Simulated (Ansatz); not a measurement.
Energy difference R1 → P1 + P2, each structure at its B3LYP-D3(BJ)/def2-TZVP stationary point, reached from a drawn start (curvature not checked).
R1, F2Y (SMILES [F][Y][F]) (charge 0, multiplicity 2):
```xyz
3

Y      0.0037     0.0050    -0.6946
F      1.6818    -0.0060     0.3562
F     -1.6854     0.0010     0.3383
```
P1, FY (SMILES [F][Y]) (charge 0, multiplicity 1, Z-matrix in Å and degrees):
```
Y
F 1 1.9415
```
P2: F atom, charge 0, multiplicity 2.

P less R. No zero-point or thermal terms; singlets are restricted closed shells; open shells are unrestricted; no spin–orbit coupling. The spin states of the d-block species are the ones drawn and need not be the lowest.

Frozen-core correlation throughout.

Programs: Ansatz (a first-principles code). Each number belongs to the level named beside it. Elements past Kr take the def2 small-core potentials, without spin–orbit coupling.

```json
[
 {"level": "HF/def2-SVP", "reaction energy (kcal/mol)": "116.68"},
 {"level": "BLYP/def2-TZVPP", "reaction energy (kcal/mol)": "148.38"},
 {"level": "PBE0/def2-TZVPP", "reaction energy (kcal/mol)": "146.39"},
 {"level": "wB97X-V/def2-TZVPP", "reaction energy (kcal/mol)": "147.96"},
 {"level": "wB97M-V/def2-TZVPP", "reaction energy (kcal/mol)": "142.99"},
 {"level": "B2PLYP/def2-TZVPP", "reaction energy (kcal/mol)": "145.79"},
 {"level": "SCS-MP2/def2-SVP", "reaction energy (kcal/mol)": "144.95"},
 {"level": "CCSD(T)/def2-TZVPP", "reaction energy (kcal/mol)": "140.65"},
 {"level": "CCSD(T)/def2-QZVPP", "reaction energy (kcal/mol)": "(withheld)"}
]
```

Task: Fill in the missing entries.

Result: 
- CCSD(T)/def2-QZVPP, reaction energy (kcal/mol): 144.65
